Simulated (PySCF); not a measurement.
A mixed set of molecules. Method: TDDFT wB97X-D/def2-SVPD, vertical, gas phase, core orbitals frozen in the response (PySCF). Geometries: GFN2-xTB; one conformer of each isolated species. Triplets are in the Tamm–Dancoff approximation. Ions are computed without counter-ions or solvent.

Question: Rank by computed HOMO–LUMO gap, lowest first.
A. `C=C[P@@H](=O)/C=C\C`
B. `n1(CS)c[n+](C)cc1`
C. `C([P@@](C#C)(=O)C)C`
D. `c1c[o+]c(C#C)cc1F`
E. `[C@H]1(OC)CC21CC2`
F. `[SiH2]([SiH3])O[SiH2]P`
G. `COC1=C(C)P1C`
H. `C=Cc1occp1`

Answer: H (7.91 eV), D (8.31 eV), B (9.49 eV), G (9.90 eV), F (10.23 eV), A (10.51 eV), C (11.22 eV), E (11.48 eV).

| SMILES | gap (eV) | S1 (eV) | f (S1) | T1 (eV) | LUMO (eV) | α (au) | S1 mainly |
| --- | --- | --- | --- | --- | --- | --- | --- |
| C=Cc1occp1 | 7.91 | 4.17 | 0.274 | 2.37 | -0.03 | 88.5 | H→L (97%) |
| C#Cc1cc(F)cc[o+]1 | 8.31 | 4.36 | 0.000 | 3.09 | -6.22 | 82.8 | H-1→L (88%) |
| C[n+]1ccn(CS)c1 | 9.49 | 5.22 | 0.003 | 4.58 | -3.53 | 85.5 | H→L (81%) |
| COC1=C(C)P1C | 9.90 | 5.15 | 0.004 | 4.35 | 2.16 | 89.8 | H→L+1 (65%) |
| [SiH3][SiH2]O[SiH2]P | 10.23 | 6.23 | 0.017 | 5.64 | 0.93 | 110.7 | H-1→L (87%) |
| C=C[P@@H](=O)/C=C\C | 10.51 | 6.02 | 0.010 | 4.32 | 0.84 | 86.3 | H-1→L (84%) |
| C#C[P@@](C)(=O)CC | 11.22 | 6.24 | 0.000 | 5.20 | 1.57 | 83.5 | H-2→L (43%) |
| CO[C@H]1CC12CC2 | 11.48 | 7.35 | 0.012 | 7.25 | 2.47 | 73.3 | H→L (77%) |

H and L stand for HOMO and LUMO.
